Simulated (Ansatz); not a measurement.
`C=CB[SeH]` + H₂ → `B[SeH]` + `C=C`  (hydrogenolysis of a B–C bond)

Gas-phase electronic energies from Ansatz, PBE0-D4/def2-TZVP geometries. CBS: MP2 limit from def2 TZ/QZ plus the TZ coupled-cluster correction, frozen cores. This one scheme is used for every species. Functionals use def2-TZVPP. HSE06 is defined as in plane-wave codes. For Se outer-core shells are correlated without core-valence functions, which leaves a few kJ/mol of doubt a bond. Scalar relativity is left out up to krypton. One conformer a species, not always the lowest.

```csv
level,ΔE (kJ/mol),difference from CCSD(T)/CBS
LDA (SPW92),16.1,11.8
PBE-D4,12.9,8.6
HSE06-D4,8.0,3.7
BHLYP-D4,0.7,-3.6
B2PLYP,1.3,-3.0
revPBE,2.8,-1.5
BLYP,-1.2,-5.5
r2SCAN,9.4,5.1
CAM-B3LYP,-4.4,-8.7
LC-ωPBE,-3.2,-7.5
CCSD/def2-SVP,-5.5,-9.8
CCSD(T)/def2-SVP,-0.9,-5.2
CCSD/def2-TZVPP,-2.4,-6.7
HF/def2-QZVPP,-18.8,-23.1
HF/CBS(def2),-18.8,-23.1
CCSD/CBS(def2),-1.1,-5.4
CCSD(T)/CBS,4.3,0
```

Largest T1 diagnostic among the species: 0.013.

From BLYP to BHLYP (50 % exact exchange), in def2-TZVPP and without D4, ΔE moves by −6.1 kJ/mol. At CCSD(T), def2-SVP lies −5.2 kJ/mol from the extrapolated value and def2-TZVPP −1.2 kJ/mol. In def2-TZVPP, CCSD(T) changes the Hartree–Fock value by +21.9 kJ/mol (the triples alone add +5.5 kJ/mol) and MP2 by +30.1 kJ/mol.
